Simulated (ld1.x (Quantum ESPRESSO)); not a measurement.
Scattering properties, PAW potential for zinc

ld1.x (Quantum ESPRESSO) 7.5 input, shortened:

```
&input
   title='Zn', zed=30., rel=0, dft='PBE', iswitch=3,
   config='[Ar] 3d10 4s2 4p0'
 /
 &inputp
   pseudotype=3, lpaw=.true., tm=.true., lloc=-2, rcloc=2.35,
   nlcc=.true., rcore=1.20,
   which_augfun='BG', rmatch_augfun=1.15
 /
6
4S  1  0   2.00   0.00  1.70  2.25  0.0
4S  1  0   0.00   0.35  1.70  2.25  0.0
4P  2  1   0.00   0.00  2.30  2.90  0.0
4P  2  1   0.00   0.45  2.30  2.90  0.0
3D  3  2  10.00   0.00  1.15  1.25  0.0
3D  3  2   0.00   3.40  1.15  1.25  0.0
 &test
   configts(1)='3d10 4s2 4p0'
 /
```

The phase is arctan(r·u′/u) with u = r·R(r), unwrapped; energies in Ry, scanned from -3 to 5 Ry. A pole is an energy at which the radial function vanishes at the test radius. The pseudo phase is shifted by a multiple of π to meet the all-electron one at the reference energy, and phase errors are pseudo minus all-electron; the curves can meet again beyond the range given. Levels narrower than the energy grid can be missing from the lists of poles.

For each channel, where are the poles, and over which energies does the pseudopotential scatter like the atom?

```json
{"channel": "s", "radius (bohr)": "3.13", "reference energy (Ry)": "-0.43", "poles, all-electron": "0.23", "poles, pseudo": "0.23, 4.95", "unbroken range about the reference energy with phases within 0.05 rad": "the whole range", "phase error 1 Ry above the reference energy (rad)": "-0.000"}
{"channel": "p", "radius (bohr)": "3.13", "reference energy (Ry)": "-0.09", "poles, all-electron": "1.03", "poles, pseudo": "1.03", "unbroken range about the reference energy with phases within 0.05 rad": "below 2.7", "phase error 1 Ry above the reference energy (rad)": "-0.000"}
{"channel": "d", "radius (bohr)": "3.13", "reference energy (Ry)": "-0.78", "poles, all-electron": "-0.75, 2.53", "poles, pseudo": "-0.75, 2.54", "unbroken range about the reference energy with phases within 0.05 rad": "the whole range", "phase error 1 Ry above the reference energy (rad)": "+0.002"}
```

Phases in the d channel:

| E (Ry) | all-electron | pseudo |
| --- | --- | --- |
| -3.00 | 1.393 | 1.393 |
| -2.52 | 1.378 | 1.378 |
| -2.04 | 1.358 | 1.358 |
| -1.56 | 1.329 | 1.329 |
| -1.08 | 1.273 | 1.273 |
| -0.60 | -1.825 | -1.825 |
| -0.12 | -1.958 | -1.957 |
| 0.36 | -2.180 | -2.178 |
| 0.84 | -2.995 | -2.984 |
| 1.32 | -4.200 | -4.195 |
| 1.80 | -4.535 | -4.534 |
| 2.28 | -4.666 | -4.666 |
| 2.76 | -4.748 | -4.748 |
| 3.24 | -4.821 | -4.821 |
| 3.72 | -4.914 | -4.914 |
| 4.20 | -5.104 | -5.102 |
| 4.68 | -5.912 | -5.878 |
